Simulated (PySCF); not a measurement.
# Fractional electron number in V(2+) (vanadium, charge +2)

The 3d alpha orbital of [Ar] 3d3 is emptied in steps (occupation f), with all orbitals relaxed, ending at [Ar] 3d2. Computed with PySCF 2.14 in jorge-DZP-DKH, with scalar relativity by spin-free X2C-1e. The exact energy is a straight line in f; departures are measured from the line between the end points of the same method.

```tsv
f	UHF (eV)	LDA (eV)	PBE (eV)
1	0.000	0.000	0.000
0.75	0.278	-1.467	-1.437
0.5	0.358	-1.981	-1.937
0.25	0.259	-1.504	-1.467
0	0.000	0.000	0.000
```

```tsv
method	E(f=0) − E(f=1) (eV)	−ε at f=1 (eV)	−ε at f=0.5 (eV)
UHF	28.693	30.234	28.642
LDA	30.328	22.606	30.229
PBE	30.144	22.566	30.065
```

Orbital energy along the path (eV):

```
   f      UHF      LDA      PBE
   1  -30.234  -22.606  -22.566
0.75  -29.394  -26.340  -26.248
 0.5  -28.642  -30.229  -30.065
0.25  -27.967  -34.268  -34.001
   0  -27.358  -38.442  -38.035
```

Reference removal energy between the ground levels: 29.311 eV (measured; NIST Atomic Spectra Database, ionization energies). The calculation has no spin-orbit coupling. The determinant left behind need not be the lowest term of the ion. UHF lacks correlation.
